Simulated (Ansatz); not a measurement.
```yaml
crystal:
  periodic: [false, false, false]
  atoms:
    - {symbol: F, position_ang: [0.514458, -1.755038, 2.213074]}
    - {symbol: In, position_ang: [1.002471, -1.487778, 0.367135]}
    - {symbol: F, position_ang: [2.249692, -2.739678, -0.386002]}
    - {symbol: O, position_ang: [0.275468, -0.026090, -0.684833]}
    - {symbol: Si, position_ang: [-0.771038, 1.214322, -0.428794]}
    - {symbol: H, position_ang: [-0.333083, 2.050482, 0.722171]}
    - {symbol: H, position_ang: [-2.138558, 0.701583, -0.142674]}
    - {symbol: H, position_ang: [-0.799399, 2.042209, -1.660067]}
basis:
  gaussian: {orbitals: def2-TZVPD, fitting: {mean_field: cc-pVTZ-jkfit}}
hamiltonian: {xc: {name: wB97X}}
output: {forces: true}
```

```sh
$ ansatz run in.yaml --threads 4 --pin off --events-out ev --progress --plain --max-ram 10444MiB
```

How does Ansatz answer? (An estimate is asked.)

Computed: The input was rejected before any iteration.
```
Functional definition: wB97X
Error: <dir> the basis set cc-pVTZ-JKFIT has no functions for In
```
